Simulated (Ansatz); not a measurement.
C2HAlClF, SMILES `C#[C][Al]([F])[Cl]`. The species carries charge 0 and has multiplicity 1. The geometry is a stationary point of PBE0-D4/def2-TZVP.

```xyz
6

C     1.275   -1.354   -0.311
C     0.471   -0.466   -0.154
Al   -0.786    0.903    0.115
F    -0.956    2.090   -0.999
Cl   -1.988    0.967    1.801
H     1.985   -2.139   -0.450
```

Problem. What is the dipole moment at ωB97M-V/def2-TZVPP? (Best estimate.)

Solution. Ansatz gave: 2.02 D, with components (1.26, -1.59, -0.02) D in this frame, pointing from negative to positive charge.

Problem. And with PBE, r2SCAN, B3LYP? (Estimate.)

Solution. Ansatz gave: PBE 1.98 D, r2SCAN 2.06 D, B3LYP 2.04 D.

Problem. Give the Mulliken charges with ωB97M-V, PBE, r2SCAN in def2-TZVPP. (Best estimate.)

Solution. Computed: 
| atom | ωB97M-V | PBE | r2SCAN |
| --- | --- | --- | --- |
| C1 | 0.09 | 0.07 | -0.01 |
| C2 | -0.58 | -0.48 | -0.52 |
| Al3 | 0.78 | 0.69 | 0.86 |
| F4 | -0.32 | -0.29 | -0.33 |
| Cl5 | -0.20 | -0.20 | -0.22 |
| H6 | 0.24 | 0.21 | 0.23 |

B3LYP here is the variant with VWN-RPA as its local correlation; programs differ in this.
